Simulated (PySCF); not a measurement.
Pt⁺ (platinum, charge +1): TPSSh calculation

Configuration: [Xe] 4f14 5d8 6p1, one real determinant (an excited configuration). All numbers are calculated (PySCF 2.14, a scalar-relativistic core potential, in def2-QZVPPD with the def2 core potential (60 electrons) (7s5p4d4f2g, 88 functions)).

```json
{
  "Total energy": "-118.6210 hartree",
  "One-electron energy": "-200.1941 hartree",
  "Hartree (Coulomb) energy": "92.8081 hartree",
  "Exchange-correlation energy": "-11.2350 hartree",
  "⟨S²⟩": "3.7510",
  "⟨L²⟩": "14.027",
  "Sum of ⟨r⟩": "25.02 bohr",
  "Sum of ⟨r²⟩": "48.11 bohr²",
  "Traceless quadrupole moment −½Σ⟨3z² − r²⟩ along its main axis": "-5.87 e·bohr²"
}
```

```
shell  electrons  mean orbital energy (eV)  spread (eV)  rms radius, mean of both spins (bohr)
 5s α          1                   -118.64            0                                   1.02
 5s β          1                   -117.19            0                                   1.02
 5p α          3                   -71.245        0.244                                   1.19
 5p β          3                   -69.423        0.335                                   1.19
 5d α          5                   -19.491        1.163                                   1.72
 5d β          3                   -18.197        0.354                                   1.72
 6p α          1                    -8.805            0                                   3.74
```

⟨L²⟩ = 14.03 against 20 for a pure G term, so this real determinant mixes terms. Energies and moments cover only the electrons outside the core potential. Spin-orbit coupling, absent here, splits the open shell strongly.
